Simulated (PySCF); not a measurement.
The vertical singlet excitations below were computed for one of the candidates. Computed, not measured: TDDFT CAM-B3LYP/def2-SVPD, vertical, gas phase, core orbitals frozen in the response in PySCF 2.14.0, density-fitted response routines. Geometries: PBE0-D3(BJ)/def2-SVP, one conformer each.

```json
{"state": "S1", "ν̃ (cm⁻¹)": "54290", "f": "0.027", "main configurations (H = HOMO, L = LUMO)": "H→L (57%), H→L+2 (17%)"}
{"state": "S2", "ν̃ (cm⁻¹)": "57980", "f": "0.0033", "main configurations (H = HOMO, L = LUMO)": "H-1→L (51%), H-1→L+2 (26%), H-1→L+1 (8%)"}
{"state": "S3", "ν̃ (cm⁻¹)": "60740", "f": "0.0037", "main configurations (H = HOMO, L = LUMO)": "H→L+2 (65%), H→L (19%)"}
{"state": "S4", "ν̃ (cm⁻¹)": "63320", "f": "0.0080", "main configurations (H = HOMO, L = LUMO)": "H→L+1 (38%), H-2→L (25%), H→L (14%)"}
{"state": "S5", "ν̃ (cm⁻¹)": "65200", "f": "0.014", "main configurations (H = HOMO, L = LUMO)": "H-1→L+2 (64%), H-1→L (17%), H-1→L+1 (9%)"}
{"state": "S6", "ν̃ (cm⁻¹)": "65710", "f": "0.020", "main configurations (H = HOMO, L = LUMO)": "H-2→L (43%), H-2→L+1 (27%), H→L+1 (11%)"}
{"state": "S7", "ν̃ (cm⁻¹)": "67410", "f": "0.0065", "main configurations (H = HOMO, L = LUMO)": "H-2→L+1 (20%), H-2→L (16%), H→L+4 (14%)"}
{"state": "S8", "ν̃ (cm⁻¹)": "69390", "f": "0.0062", "main configurations (H = HOMO, L = LUMO)": "H→L+3 (52%), H-2→L+1 (14%)"}
{"state": "S9", "ν̃ (cm⁻¹)": "69660", "f": "0.019", "main configurations (H = HOMO, L = LUMO)": "H-3→L (69%)"}
{"state": "S10", "ν̃ (cm⁻¹)": "70080", "f": "0.0065", "main configurations (H = HOMO, L = LUMO)": "H→L+5 (30%), H→L+4 (29%), H→L+7 (18%)"}
```

Task: Which structure fits? All have the formula C4H11ClSi.
A. `C[SiH2][C@@H](C)CCl`
B. `CC([SiH2]Cl)(C)C`
C. `[SiH2](CCl)CCC`

Result: C. Its S1, at 6.73 eV, is the lowest among the candidates; the nearest of the others has S1 at 7.19 eV. S1 is HOMO→LUMO (57%), HOMO→LUMO+2 (17%). Löwdin shares by element: HOMO chlorine 51%, carbon 25% or more, silicon 11%; LUMO chlorine 22%, carbon 20% or more, silicon 19% (atoms not listed hold the other 40%). At the same level the other candidates give, for their lowest levels:
- `C[SiH2][C@@H](C)CCl`: 7.31 eV (f 0.002); 7.42 eV (f 0.002); 7.81 eV (f 0.004); 8.03 eV (f 0.018); 8.16 eV (f 0.008); T1 6.67 eV; HOMO -9.57, LUMO 1.11 eV
- `CC(C)(C)[SiH2]Cl`: 7.19 eV (f 0.010); 7.68 eV (f 0.013); 7.71 eV (f 0.017); 8.41 eV (f 0.061); 8.44 eV (f 0.004); T1 6.88 eV; HOMO -9.36, LUMO 1.05 eV

Conformer computed: `[CH3:1][CH2:2][CH2:3][SiH2:4][CH2:5][Cl:6]`: C1–C2–C3–Si4 -62°, C2–C3–Si4–C5 -167°, C3–Si4–C5–Cl6 -179°.
Triplets come from the Tamm–Dancoff approximation.

Without π bonds the low states are Rydberg-like; a valence basis with one diffuse set may place them up to an eV too high.
